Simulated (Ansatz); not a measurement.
System: ReF$_{2}$ (charge 0, sextet). The spin state was set by rule; other spins were not relaxed. 
Geometry from a B3LYP-D3(BJ)/def2-TZVP (Ansatz, an electronic-structure program) optimisation:
SMILES: [F][Re][F]
```xyz
3

Re     0.0000     0.0000     0.0000
F      0.0000     0.0000    -1.9296
F      0.0000     0.0000     1.9296
```
Charge 0, spin multiplicity 6.

Problem. Give the harmonic wavenumbers at B3LYP-D3(BJ)/def2-TZVP (Ansatz, finite differences of forces, unscaled).

Solution. 119, 119, 614, 626 cm⁻¹. Zero-point energy 2.1 kcal/mol.

Problem. From these and the geometry, give the ideal-gas thermochemistry at 298.15 K and 1 atm (rigid rotor, harmonic oscillator).

Solution. Point group D∞h, rotational symmetry number 2. Rotational constants 3.572, 3.572 GHz. S(trans) 42.12, S(rot) 15.44, S(vib) 7.08, S(elec, spin only) 3.56, S 68.2 cal/(mol K). H(298) - H(0) 3.14 kcal/mol; G - E(el) -15.1 kcal/mol.
